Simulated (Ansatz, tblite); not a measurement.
Cost and result up the ladder for Cd4Te4H14 (22 atoms). Total charge 0; singlet. Geometry: PBE-D4/def2-SVP, loosely relaxed.

```xyz
22

Cd   -0.8063   -1.3678   -2.8110
Te    2.5513   -1.3439   -0.5192
Cd   -2.3502    3.0365    0.2956
Te    0.1477    1.2073   -1.4946
Te    1.2107    2.4344    1.7665
Cd    1.1513   -0.5951    2.2189
Cd   -2.5034   -0.0029   -0.6757
Te   -1.6159   -1.0710    1.8503
H     0.2034   -2.0718   -3.9688
H     0.2226   -3.8761   -1.0724
H     3.5627   -0.0088   -0.4056
H     3.6782   -2.2627    0.3554
H    -2.7742    4.1830   -0.8718
H    -1.8180    2.1828    1.6986
H    -0.1748    2.0602   -2.9091
H     2.8609    2.3383    1.3793
H     1.6848    2.6814    3.3839
H     2.3269   -1.0698    3.3703
H    -2.3950   -1.4787   -1.9046
H    -3.7058    1.2486   -0.6216
H    -0.1069   -3.5516   -0.4567
H    -1.3501   -2.6721    1.3925
```

Ansatz on 2 threads of AMD EPYC 7R13 on a shared host and a share (18 GiB) of an NVIDIA H100 80GB HBM3; xTB runs through tblite on one thread. Times are rough, summed over both states, and most runs start from the orbitals of an earlier one. PBE0-D4/def2-TZVP serves as the yardstick here, not as an exact answer. The other state is a doublet.

In the def2 sets Cd, Te take a core potential; there is no spin–orbit coupling. The xTB rows come from tblite. Single mean-field runs in def2-TZVP are fitted with def2-universal-jkfit. In the singlet geometry the species has come apart into loosely held pieces. In the singlet, H10 and H21 lie 0.77 Å apart (atoms count from 1), so H2 has formed as a molecule. In the doublet geometry the species has come apart into loosely held pieces.

Raw xTB energies of ions are shifted by several eV.

```json
{"level": "GFN1-xTB", "functions": "80", "wall time": "0.069 s"}
{"level": "GFN2-xTB", "functions": "66", "wall time": "0.07 s"}
{"level": "PBE-D4/def2-TZVP (with forces)", "functions": "444", "wall time": "9.4 s"}
{"level": "PBE0-D4/def2-TZVP (with forces)", "functions": "444", "wall time": "13 s"}
```

(1) Estimate what each level gives for the vertical IE (eV).

Results:

(1) 
| level | vertical IE (eV) | difference from PBE0-D4/def2-TZVP (eV) | remarks |
| --- | --- | --- | --- |
| GFN1-xTB | 11.47 | 3.51 | loose geometry (+1 doublet), loose geometry (singlet) |
| GFN2-xTB | 11.99 | 4.02 | loose geometry (+1 doublet), loose geometry (singlet) |
| PBE-D4/def2-TZVP (with forces) | 7.58 | -0.38 | loose geometry (+1 doublet), loose geometry (singlet) |
| PBE0-D4/def2-TZVP (with forces) | 7.97 | 0.00 | loose geometry (+1 doublet), loose geometry (singlet) |
